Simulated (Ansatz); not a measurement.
Cost and result up the ladder for TaF5 (6 atoms). Total charge 0; singlet. Geometry: PBE0-D4/def2-SVP.

```
atom    x (Å)    y (Å)    z (Å)
 Ta1   0.0000   0.0000   0.0000
  F2   0.7907  -1.6705   0.3441
  F3  -0.7903   1.6707  -0.3442
  F4   1.6587   0.6915  -0.4535
  F5  -0.5902   0.0822   1.7550
  F6  -1.0689  -0.7739  -1.3013
```

Ansatz on 2 threads of AMD EPYC 7R13 on a shared host. Times are rough, and most runs start from the orbitals of an earlier one. ωB97M-V/def2-TZVP serves as the yardstick here, not as an exact answer. Differences are given only for rows in sets of like size (and for xTB, whose basis is part of the method), since another set adds its own error. Binding counts from free atoms at the same level (Ta quartet, F doublet; other spins of the atoms weren't run), without zero-point energy or a counterpoise term.

In the def2 sets Ta takes a core potential; there is no spin–orbit coupling. LC-ωPBE has ω = 0.4 bohr⁻¹. B3LYP takes the VWN-RPA correlation. HSE06 is defined as in plane-wave codes, on full-range PBE exchange. Correlated methods freeze 5 core orbitals; core or outer-core shells of Ta are correlated, in sets that lack core-valence functions. The rows differ in basis, and correlated rows in double-zeta sets carry the largest basis error.

Correlated methods converge slowly with the basis, most of all in double-zeta sets.

```
                          level  functions  binding energy per atom (eV)  difference from ωB97M-V/def2-TZVP (eV)
             HSE06-D4/def2-TZVP        195                          5.12                                   -0.04
                   HF/def2-TZVP        195                          3.65                                   -1.51
PBE0-D4/def2-TZVP (with forces)        195                          5.12                                   -0.04
                PBE-D4/def2-SVP        102                          5.54                                       –
              ωB97M-V/def2-TZVP        195                          5.15                                    0.00
             B3LYP-D4/def2-TZVP        195                          5.14                                   -0.02
              PBE-D4/def2-TZVPD        243                          5.42                                    0.26
             BHLYP-D4/def2-TZVP        195                          4.78                                   -0.37
             PBE0-D4/def2-TZVPD        243                          5.12                                   -0.03
           r2SCAN-D4/def2-TZVPD        243                          5.29                                    0.14
               PBE0-D4/def2-SVP        102                          5.17                                       –
              LC-ωPBE/def2-TZVP        195                          5.27                                    0.11
               CCSD(T)/def2-SVP        102                          4.98                                       –
                  MP2/def2-TZVP        195                          5.42                                    0.26
```

Q: Estimate how long each takes.

A: PBE-D4/def2-SVP 1.5 s; PBE0-D4/def2-SVP 1.8 s; HF/def2-TZVP 2.4 s; LC-ωPBE/def2-TZVP 3.2 s; B3LYP-D4/def2-TZVP 3.5 s; PBE-D4/def2-TZVPD 3.9 s; MP2/def2-TZVP 4.2 s; HSE06-D4/def2-TZVP 4.3 s; BHLYP-D4/def2-TZVP 4.3 s; PBE0-D4/def2-TZVP (with forces) 5.5 s; PBE0-D4/def2-TZVPD 5.5 s; r2SCAN-D4/def2-TZVPD 6.5 s; ωB97M-V/def2-TZVP 13 s; CCSD(T)/def2-SVP 19 s. On shared hardware such times vary by a factor of up to 3.
